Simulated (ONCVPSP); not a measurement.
# An all-electron radial function and its pseudo partner (technetium (Tc))

Columns: radius, all-electron u(r) and pseudo u(r) of the 4d shell (level -14.12 eV) of technetium in the configuration [Ar] 3d10 4s2 4p6 4d5 5s1; PBEsol, scalar-relativistic, ONCV scheme, ONCVPSP 4.0.1.

```csv
r (bohr),all-electron,pseudo
0.100,-0.1517,0.0023
0.200,-0.3620,0.0179
0.300,-0.3703,0.0567
0.400,-0.2217,0.1237
0.500,-0.0080,0.2174
0.600,0.2099,0.3306
0.700,0.4012,0.4523
0.800,0.5545,0.5701
0.900,0.6680,0.6727
1.000,0.7452,0.7522
1.100,0.7917,0.8049
1.200,0.8137,0.8313
1.300,0.8170,0.8350
1.400,0.8064,0.8213
1.500,0.7857,0.7958
1.600,0.7581,0.7635
1.700,0.7260,0.7281
1.800,0.6911,0.6916
1.900,0.6547,0.6547
2.000,0.6179,0.6179
2.100,0.5814,0.5813
2.200,0.5456,0.5455
2.300,0.5108,0.5108
2.400,0.4774,0.4774
2.500,0.4455,0.4455
2.600,0.4151,0.4151
```

How many radial nodes do the two functions have?

The all-electron 4d function has n − l − 1 = 1; the pseudo-wave has 0, since the states of the same l below it are removed with the core.

At about which radius was the pseudo-wave matched?

2.00 bohr. The columns agree to 0.0005 from 1.80 bohr on; several derivatives are matched, so the curves merge somewhat inside the radius.

Where does each function peak?

Outermost all-electron maximum near 1.30 bohr, pseudo maximum near 1.30 bohr (to the table’s step).

Is the pseudo-wave norm-conserving?

Yes: the ONCV scheme keeps the norm inside the radius equal to the all-electron one, which fixes the energy derivative of the logarithmic derivative at the level.
